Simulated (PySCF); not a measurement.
[Ti(SH)4], neutral singlet in the gas phase. 

Cartesian coordinates (Å):
```xyz
9

Ti    -0.2549    -0.1149    -0.2024
S     -1.0411    -1.0139    -2.1254
H     -0.9422    -2.2226    -1.4815
S     -0.2390     2.1466    -0.4318
H      0.8844     1.9988    -1.2040
S      1.8602    -0.8933     0.2103
H      1.9740     0.0987     1.1488
S     -1.7422    -0.6011     1.4542
H     -0.7562    -0.4607     2.3929
```
Charge 0, multiplicity 1.

All levels are single points at this geometry (BP86-D3(BJ)/def2-SVP); Pople sets use spherical d functions. Orbital energies aren't observables, and empty levels follow the basis.

TPSSh-D3(BJ)/def2-TZVP in PySCF gives gap (eV) = 3.73.

Question: Estimate the gap (eV) from each of these levels: B3LYP-D3(BJ)/def2-TZVP in PySCF; PBE-D3(BJ)/def2-TZVP in PySCF; B3LYP/3-21G in PySCF; B3LYP/6-311+G** (LANL2DZ on Ti) in PySCF; M06-2X/6-31G* (LANL2DZ on Ti) in PySCF; SVWN5/6-31G* (LANL2DZ on Ti) in PySCF; HF/3-21G in PySCF; HF/6-31G* (LANL2DZ on Ti) in PySCF.

Answer: 
```csv
level,gap (eV)
B3LYP-D3(BJ)/def2-TZVP in PySCF,4.39
PBE-D3(BJ)/def2-TZVP in PySCF,2.78
B3LYP/3-21G in PySCF,4.51
B3LYP/6-311+G** (LANL2DZ on Ti) in PySCF,4.21
M06-2X/6-31G* (LANL2DZ on Ti) in PySCF,6.57
SVWN5/6-31G* (LANL2DZ on Ti) in PySCF,2.68
HF/3-21G in PySCF,10.85
HF/6-31G* (LANL2DZ on Ti) in PySCF,10.69
```
